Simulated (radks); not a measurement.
Results of a calculation; reference values are marked as such.
Q: Species: Mn V. Configuration: [Ar] 3d(3/2: 2, 5/2: 0) 4s1 (not the ground configuration). Code: a radial shooting solver on a logarithmic mesh with Libxc functionals. Model: Dirac Kohn-Sham, PBE, spin-unpolarised, spherical densities, finite nucleus; Fermi nuclear charge, rms radius 3.7057 fm. Some entries of the table are withheld. Estimate them.

| orbital | occ. | eigenvalue (hartree) | <1/r> (bohr^-1) |
|---|---|---|---|
| 1s1/2 | 2 | (1) | (2) |
| 2s1/2 | 2 | -29.97456 | (3) |
| 2p1/2 | 2 | -26.04371 | 5.264 |
| 2p3/2 | 4 | -25.66091 | 5.178 |
| 3s1/2 | 2 | -5.56414 | 1.723 |
| 3p1/2 | 2 | (4) | (5) |
| 3p3/2 | 4 | (6) | (7) |
| 3d3/2 | 2 | -2.53764 | 1.362 |
| 3d5/2 | 0 | -2.53119 | 1.358 |
| 4s1/2 | 1 | -1.66578 | 0.6447 |

A: 
(1) 1s1/2 eigenvalue (hartree): -238.7830
(2) 1s1/2 <1/r> (bohr^-1): 24.93
(3) 2s1/2 <1/r> (bohr^-1): 5.324
(4) 3p1/2 eigenvalue (hartree): -4.41818
(5) 3p1/2 <1/r> (bohr^-1): 1.616
(6) 3p3/2 eigenvalue (hartree): -4.36614
(7) 3p3/2 <1/r> (bohr^-1): 1.597
